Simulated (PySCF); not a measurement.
## Correlation energy of Ru²⁺ (ruthenium, charge +2)

[Kr] 4d5 5p1, high-spin 7P determinant (an excited configuration). Calculation: PySCF 2.14, in ANO-RCC-VTZP (7s6p4d2f1g, 68 functions); the spin-free X2C one-electron Hamiltonian (Gaussian nucleus). Frozen: [Kr]; 6 electrons correlated.

```csv
level,correlation energy (mhartree)
CCSD,-83.12
(T),-1.15
CCSD(T),-84.27
```

Diagnostics: T1 = 0.0055, D1 = 0.0185, largest double amplitude 0.030.

Cost of the coupled-cluster step: about 2.1 core-seconds, for 6 correlated electrons.

Iterations:

```
CC2 = 0
CCSD nocc = (np.int64(6), np.int64(0)), nmo = (50, 50)
frozen orbitals [[0, 1, 2, 3, 4, 5, 6, 7, 8, 9, 10, 11, 12, 13, 14, 15, 16, 17], [0, 1, 2, 3, 4, 5, 6, 7, 8, 9, 10, 11, 12, 13, 14, 15, 16, 17]]
max_cycle = 100
direct = 0
conv_tol = 1e-08
conv_tol_normt = 1e-06
diis_space = 8
diis_start_cycle = 0
Init t2, MP2 energy = -0.0757236587532819
Init E_corr(UCCSD) = -0.0757236587694956
cycle = 1  E_corr(UCCSD) = -0.0821452814267145  dE = -0.00642162266  norm(t1,t2) = 0.019738
cycle = 2  E_corr(UCCSD) = -0.0829011224139542  dE = -0.000755840987  norm(t1,t2) = 0.00616828
cycle = 3  E_corr(UCCSD) = -0.0831357262847058  dE = -0.000234603871  norm(t1,t2) = 0.00272412
cycle = 4  E_corr(UCCSD) = -0.0831060353101823  dE = 2.96909745e-05  norm(t1,t2) = 0.000770275
cycle = 5  E_corr(UCCSD) = -0.0831061084271682  dE = -7.31169859e-08  norm(t1,t2) = 0.0014065
cycle = 6  E_corr(UCCSD) = -0.0831189905318357  dE = -1.28821047e-05  norm(t1,t2) = 0.00154921
cycle = 7  E_corr(UCCSD) = -0.0831187888187572  dE = 2.01713079e-07  norm(t1,t2) = 1.22872e-05
cycle = 8  E_corr(UCCSD) = -0.083118827923194  dE = -3.91044368e-08  norm(t1,t2) = 3.27138e-06
cycle = 9  E_corr(UCCSD) = -0.0831188137041186  dE = 1.42190754e-08  norm(t1,t2) = 1.08163e-06
cycle = 10  E_corr(UCCSD) = -0.0831188175577757  dE = -3.85365706e-09  norm(t1,t2) = 1.56677e-07
UCCSD converged
E(UCCSD) = -4526.843443518093  E_corr = -0.0831188175577757
UCCSD(T) correction = -0.00115383563382668
```
